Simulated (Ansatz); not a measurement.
One change: `C[O][AlH][S][SiH3]` becomes `[SiH3][S][AlH][SH]`.

Ansatz, PBE0-D4/def2-TZVP geometries, multiplicity 1. Each molecule was computed in one conformer, which needn't be the lowest.

```json
{"property": "HOMO–LUMO gap (PBE0/def2-TZVPP) / eV", "`C[O][AlH][S][SiH3]`": "6.89"}
{"property": "HOMO–LUMO gap (PBE/def2-TZVPP) / eV", "`C[O][AlH][S][SiH3]`": "4.92"}
{"property": "LUMO energy (PBE0/def2-TZVPP) / eV", "`C[O][AlH][S][SiH3]`": "-0.76"}
{"property": "size of the dipole moment (ωB97M-V/def2-TZVPP) / D", "`C[O][AlH][S][SiH3]`": "1.67"}
{"property": "HOMO–LUMO gap (B3LYP/def2-TZVPP) / eV", "`C[O][AlH][S][SiH3]`": "6.44"}
{"property": "HOMO–LUMO gap (ωB97M-V/def2-TZVPP) / eV", "`C[O][AlH][S][SiH3]`": "10.65"}
```

Question: Give the same properties after the change, and the shifts. (An estimate is asked.)

Answer: Computed: 
| property | `[SiH3][S][AlH][SH]` | shift |
| --- | --- | --- |
| HOMO–LUMO gap (PBE0/def2-TZVPP) / eV | 6.56 | -0.33 |
| HOMO–LUMO gap (PBE/def2-TZVPP) / eV | 4.64 | -0.28 |
| LUMO energy (PBE0/def2-TZVPP) / eV | -1.21 | -0.45 |
| size of the dipole moment (ωB97M-V/def2-TZVPP) / D | 0.84 | -0.83 |
| HOMO–LUMO gap (B3LYP/def2-TZVPP) / eV | 6.13 | -0.31 |
| HOMO–LUMO gap (ωB97M-V/def2-TZVPP) / eV | 10.36 | -0.29 |

With PBE0 the HOMO falls by 0.12 eV and the LUMO falls by 0.45 eV, so the gap narrows by about 0.33 eV. PBE moves the HOMO by -0.15 eV and ωB97M-V by -0.10 eV. Dipoles are sizes alone; their direction can turn.

B3LYP here is the variant with VWN-RPA as its local correlation; programs differ in this.
